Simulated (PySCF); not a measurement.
PySCF input file for BeH2Se, SMILES [BeH][SeH], PBE0-D3(BJ)/def2-TZVP. The structure is a stationary point at PBE0-D3(BJ)/def2-TZVP.

```python
import numpy as np
from pyscf import gto, scf, dft, df
from pyscf.hessian import thermo

mol = gto.M(
    atom='''
    Be   -0.00353820    1.74709524    0.00000000
    H     0.00912287    3.08128643    0.00000000
    Se   -0.04190466   -0.28766608    0.00000000
    H     1.42978845   -0.28902078    0.00000000
    ''',
    basis='def2-TZVP',
    charge=0,
    spin=0,
    max_memory=1600,
    verbose=3,
)
mf = dft.RKS(mol, xc='pbe0').density_fit(auxbasis='def2-universal-jkfit')
mf.disp = 'd3bj'
mf.grids.level = 3
mf.conv_tol = 1e-11
mf.max_cycle = 100
mf.kernel()

# [left out here: the lines that compute and print the analytic Hessian (its translational invariance restored by hand, since the grid's response is missing), thermochemistry and intensities]
```

Output:

```
converged SCF energy = -2417.20795804073

WARN: DFTD3 does not support analytical Hessian, using finite difference


WARN: Mole.unit (angstrom) is changed to Bohr

Mode                                 0                   1                   2
Irrep
Freq [cm^-1]                      406.3917            520.7433            598.7789
Reduced mass [au]                   1.0585              1.2785              1.3777
Force const [Dyne/A]                0.1030              0.2043              0.2910
Char temp [K]                     584.7072            749.2337            861.5095
Normal mode                   x     y     z       x     y     z       x     y     z
       0  Be                -0.07 -0.01  0.00   -0.00  0.00  0.16   -0.15  0.11 -0.00
       1   H                 0.69 -0.02 -0.00    0.00  0.00 -0.87    0.52  0.11  0.00
       2  Se                -0.00 -0.01 -0.00    0.00 -0.00 -0.01    0.01 -0.01  0.00
       3   H                 0.01  0.68 -0.00   -0.00 -0.00 -0.01   -0.01 -0.64  0.00
Mode                                 3                   4                   5
Irrep
Freq [cm^-1]                      639.2504           2149.8510           2427.4556
Reduced mass [au]                   3.9182              1.1269              1.0203
Force const [Dyne/A]                0.9434              3.0688              3.5422
Char temp [K]                     919.7390           3093.1569           3492.5681
Normal mode                   x     y     z       x     y     z       x     y     z
       0  Be                 0.05  0.27 -0.00    0.00  0.11 -0.00    0.00 -0.00 -0.00
       1   H                -0.16  0.31  0.00   -0.01 -0.93  0.00   -0.00  0.00  0.00
       2  Se                -0.00 -0.04  0.00    0.00 -0.00  0.00    0.01 -0.00  0.00
       3   H                 0.00  0.24  0.00   -0.00  0.00  0.00   -0.99  0.03  0.00
temperature 298.1500 [K]
pressure 101325.00 [Pa]
Rotational constants [GHz] 234.45821 11.61525 11.06698
Symmetry number 1
Zero-point energy (ZPE) 0.01536 [Eh]   40328.931 [J/mol]
                           tot       elec      trans        rot        vib
Entropy [J/mol/K]       258.140      0.000    164.866     83.286      9.988
Cv [J/mol/K]             44.414      0.000     12.472     12.472     19.470
Cp [J/mol/K]             52.728      0.000     20.786     12.472     19.470
Internal energy [J/mol]                      3718.434   3718.434  42463.539
Internal energy [Eh]   -2417.18895  -2417.20796
Enthalpy [J/mol]                             6197.391   3718.434  42463.539
Enthalpy [Eh]          -2417.18801
Gibbs free energy [J/mol]                  -42957.389 -21113.385  39485.578
Gibbs free energy [Eh] -2417.21732
static polarisability / bohr^3: [[38.37  -0.398 -0.   ]
 [-0.399 52.786 -0.   ]
 [-0.    -0.    38.444]]
largest difference of analytic and finite-field dipole derivatives / e: 0.0007606548673810831
mode   freq/cm-1   IR/(km/mol)   Raman/(A^4/amu)   depolarisation
   1      406.39        93.587             0.950            0.418
   2      520.74       113.162             2.351            0.750
   3      598.78        62.476             3.706            0.178
   4      639.25        37.777            23.963            0.110
   5     2149.85       180.009           148.274            0.152
   6     2427.46         3.470           126.415            0.256
max |gradient| / (hartree/bohr): 4.159505136671021e-05
APT charges: [ 0.6767 -0.3289 -0.3581  0.0103]
```

The run converged.

Cost: very roughly 50 core-seconds.
